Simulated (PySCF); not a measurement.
## Property card for `COC(=O)COC(=S)O[SiH3]`

C₄H₈O₄SSi.
Z-matrix (Å and degrees, GFN2-xTB geometry), rows numbered from 1:
```
C 
O   1  1.4234
C   2  1.3259  1  116.54
O   3  1.1990  2  125.36  1    -1.19
C   3  1.5307  2  111.77  1   178.88
O   5  1.4090  3  113.53  2     3.18
C   6  1.3302  5  118.35  3   -76.25
S   7  1.6301  6  124.81  5    -5.25
O   7  1.3012  6  111.86  5   176.23
Si  9  1.6656  7  125.24  6   179.36
H   1  1.0869  2  106.33  3  -162.97
H   1  1.0911  2  110.03  3   -42.75
H   1  1.0913  2  109.86  3    77.45
H   5  1.0980  3  107.63  2  -120.18
H   5  1.0924  3  108.87  2   121.32
H  10  1.4529  9   96.08  7   178.83
H  10  1.4578  9  108.86  7    59.97
H  10  1.4571  9  108.65  7   -62.17
```

Among its groups: ester, thiocarbonyl and Si–H bond.

**GFN2-xTB geometry**

* Point group of the GFN2-xTB geometry: C1
* Rotational constants A, B, C of the GFN2-xTB geometry: 1.919, 0.545, 0.517 GHz

PBE0/pcSseg-1 ground state and GIAO shieldings, non-relativistic (PySCF):

- Dipole moment: 2.37 D
- HOMO energy: -7.01 eV
- LUMO energy: -0.91 eV
- HOMO–LUMO gap: 6.10 eV
- Lowest Hirshfeld atomic charge: -0.26 e on O4
- Highest Hirshfeld atomic charge: +0.38 e on Si10
- 13C chemical shifts (computed TMS as zero) by class: 205.8 (C7), 172.8 (C3), 72.6 (C5), 53.4 (C1) ppm
- 1H chemical shifts (computed TMS as zero) by class: 5.19 (H14/H15), 4.95 (H16/H17/H18), 3.92 (H11/H12/H13) ppm
- Isotropic shieldings of nuclei other than C and H, by class: -82 (O4), 103 (O6), 120 (O9), 144 (O2), 390 (Si10), 351 (S8) ppm
- Mayer bond orders between heavy atoms: C1–O2 0.86, O2–C3 1.13, C3–O4 1.95, C3–C5 0.96, C5–O6 0.87, O6–C7 1.11, C7–S8 1.69, C7–O9 1.12, O9–Si10 0.80

Monoisotopic mass (most abundant isotopes): 179.9913 u.

A dipole of 2.37 D is allowed in C1, and pure rotational transitions are dipole-allowed. With B = h/(8π²I), that is 505.379 GHz u Å² over I, the principal moments of inertia are 263.4, 927.0 and 978.1 u Å² (most abundant isotopes). In atomic units the dipole is 0.93 e·bohr (1 au = 2.5417 D). The rotational constants make it an asymmetric top with κ = (2B − A − C)/(A − C) = -0.96, nearer the prolate limit (−1).

Geometry: GFN2-xTB, one conformer, isolated molecule. GFN2-xTB frequencies show an imaginary mode (32i cm⁻¹), so this geometry is no minimum at that level. NMR classes are plain means over equivalent atoms (diastereotopic ones count apart unless rotation or inversion swaps them), as if these changed places fast; in this geometry the members of some classes differ.

For the NMR shielding job (PBE0/pcSseg-1), time: 87 s of wall time; peak memory 1.1 GiB. Hardware: one thread, Arm Neoverse N1 (aarch64), on a shared host.
